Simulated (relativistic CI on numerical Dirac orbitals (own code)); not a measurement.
## Tl+: sensitivity of the levels to the model

Base calculation: Dirac-Coulomb-Breit CI, KLI orbitals optimised for each configuration, QED by a radiative potential, valence Slater integrals scaled by 0.85, P86 correlation energy added to each configuration.

Configurations in the expansion (outside the closed core [Xe] 4f14): 5d¹⁰6s², 5d¹⁰6s6p, 5d¹⁰6s7s, 5d¹⁰6s6d, 5d¹⁰6s7p, 5d¹⁰6s5f, 5d¹⁰6p², 5d¹⁰6d², 5d¹⁰6s8s, 5d⁹6s²6p, 5d¹⁰6s7d, 5d¹⁰6s8p, 5d¹⁰6s9s, 5d¹⁰6s6f, 5d¹⁰6s5g, 5d¹⁰6p6d, 5d¹⁰6s8d, 5d¹⁰6s9p, 5d¹⁰6s9d, 5d⁹6s²7p, 5d¹⁰6p7s. Double excitations out of closed p, d and f shells are left out; levels of such configurations are missing from the list, as are those of other unlisted configurations, and high levels can miss mixing partners. These lack a partner that the ground configuration has and come out too high: 5d⁹6s²6p, 5d⁹6s²7p.

The lowest level and the first level of each name with at least 55 % of one term (blank where a level has no safe partner in the second run):

| Level | Base (cm⁻¹) | Shift (cm⁻¹) |
| --- | --- | --- |
| 5d¹⁰6s² ¹S0 | 0.0 | 0.0 |
| 5d¹⁰6s6p ³P°0 | 43800.8 | +324.6 |
| 5d¹⁰6s6p ³P°1 | 46908.2 | +146.9 |
| 5d¹⁰6s6p ³P°2 | 55470.4 | +81.5 |
| 5d¹⁰6s6p ¹P°1 | 71995.2 | -1926.0 |
| 5d¹⁰6s7s ³S1 | 98917.6 | -555.1 |
| 5d¹⁰6s7s ¹S0 | 102010.5 | -908.6 |
| 5d¹⁰6s6d ¹D2 | 108042.7 | -71.3 |
| 5d¹⁰6s6d ³D1 | 109973.2 | -609.8 |
| 5d¹⁰6s6d ³D2 | 110163.2 | -612.3 |
| 5d¹⁰6s6d ³D3 | 110484.8 | -624.2 |
| 5d⁹6s²6p ³P°2 | 110640.4 | -62.6 |
| 5d¹⁰6s7p ³P°0 | 112527.8 | -549.3 |
| 5d¹⁰6s7p ³P°1 | 112929.7 | -554.4 |
| 5d¹⁰6p² ³P0 | 114018.6 | -565.4 |
| 5d¹⁰6s7p ³P°2 | 115429.7 | -597.5 |
| 5d¹⁰6s7p ¹P°1 | 116715.4 | -610.3 |
| 5d¹⁰6p² ³P1 | 120403.0 | -217.2 |
| 5d⁹6s²6p ³F°4 | 123755.2 | -506.9 |
| 5d⁹6s²6p ³P°1 | 125949.0 | -576.5 |
| 5d¹⁰6s8s ³S1 | 127113.3 | -632.1 |
| 5d¹⁰6s8s ¹S0 | 128119.2 | -738.5 |

Correlation outside the listed configurations is missing or only estimated: errors of thousands of cm⁻¹ between configurations and terms are usual at this charge. Rates and lifetimes follow the computed energies and can be off by large factors. The fine structure of a lone outer electron comes out too small, for d and f at times inverted, and misplaced configurations move strength between like terms. 16 of the 16 excited levels that our extract of the measured tables holds in this range could be paired (the sources list more); they are missed by 6358 cm⁻¹ on average and 7738 at most, and levels without a partner can miss by more.

Problem. One thing was changed in a second run, which moved the levels as shown. Which?
A. valence Slater integrals scaled by 0.75
B. non-relativistic limit
C. QED terms removed
D. self-excluded LDA correlation estimate
E. Breit term removed
F. configuration mixing switched off

Solution. A. Valence Slater integrals scaled by 0.75. Scaling acts on the splittings between terms and on the mixing, and leaves the fine structure of pure LS terms nearly alone; in jj coupling it moves the levels of one term differently.

LS names give the leading component of a level, which can be under half, so a name can repeat, a term be missing and a line seem to break the LS rules.
